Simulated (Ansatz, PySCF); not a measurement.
Gas-phase reaction R1 → P1, each structure at its B3LYP-D3(BJ)/def2-TZVP stationary point, reached from a drawn start; harmonic modes at that level show minima.
R1, H2OSi (SMILES O=[SiH2]) (charge 0, multiplicity 1, Z-matrix in Å and degrees):
```
Si
O 1 1.5195
H 1 1.4808 2 124.04
H 1 1.4808 3 111.91 2 180.00
```
P1, H2OSi (SMILES O[SiH]) (charge 0, multiplicity 1):
```xyz
4

Si    -0.2859     0.8664    -0.0989
O      0.5044    -0.5879     0.0737
H     -1.6843     0.2487    -0.0624
H      1.4657    -0.5271     0.0875
```

| level | reaction energy (kcal/mol) |
|---|---|
| HF/cc-pV(D+d)Z | -6.99 |
| HF/cc-pV(Q+d)Z | -5.02 |
| PBE/def2-TZVPP | -0.28 |
| PBE-D4/def2-TZVPP | -0.25 |
| revPBE/def2-TZVPP | 0.38 |
| r2SCAN-D3(BJ)/def2-TZVPP | 1.70 |
| r2SCAN-D4/def2-TZVPP | 1.70 |
| B97M-V/def2-TZVPP | -1.25 |
| B3LYP-D4/def2-TZVPP | -0.94 |
| PBE0-D4/def2-TZVPP | -2.26 |
| BHLYP/def2-TZVPP | -3.08 |
| BHLYP-D3(BJ)/def2-TZVPP | -3.02 |
| M06-2X/def2-TZVPP | -4.23 |
| CAM-B3LYP-D3(BJ)/def2-TZVPP | -1.65 |
| CAM-B3LYP-D4/def2-TZVPP | -1.65 |
| wB97M-V/def2-TZVPP | -3.61 |
| B2PLYP-D3(BJ)/def2-TZVPP | 0.89 |
| MP2/cc-pV(Q+d)Z | 3.30 |
| SCS-MP2/cc-pV(T+d)Z | 1.81 |
| CCSD(T)/CBS(cc-pV(T+d)Z, cc-pV(Q+d)Z) | -0.77 |

P less R. No zero-point or thermal terms.

Frozen-core correlation throughout. CBS(a, b) extrapolates the correlation energy as X⁻³ and adds the Hartree–Fock energy of set b.

Run with Ansatz (Gaussian orbitals); PySCF for M06-2X and the D3/D4 terms. No computed number here is a measurement.

Ansatz is a first-principles code.
